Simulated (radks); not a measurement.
Spherical jellium clusters: N electrons in a uniform positive sphere of charge N and radius rs N^(1/3), rs = 2.44 bohr. Calculated with a radial shooting solver with Libxc functionals: non-relativistic Kohn-Sham, PBE, spin-polarised, spherical densities. Levels are named by radial order and angular momentum (1s, 1p, 1d, 2s, ...), and open shells are averaged over m.

N = 6, configuration 1s2 1p(up 3, down 1). This is the lowest configuration that the search found. Occupied and some empty levels:

| level | occupation | eigenvalue (eV) | <r> (bohr) |
|---|---|---|---|
| 1s up | 1 | -7.8136 | 3.169 |
| 1s down | 1 | -7.1717 | 3.078 |
| 1p up | 3 | -4.3384 | 4.153 |
| 1p down | 1 | -3.5269 | 4.218 |
| 2s up | 0 | -1.0976 | 6.990 |
| 1d up | 0 | -0.89781 | 5.841 |

Energy (eV): total -5.42362, kinetic 23.207, external -246.17, Hartree 115.48, exchange-correlation -30.501, background 132.57.
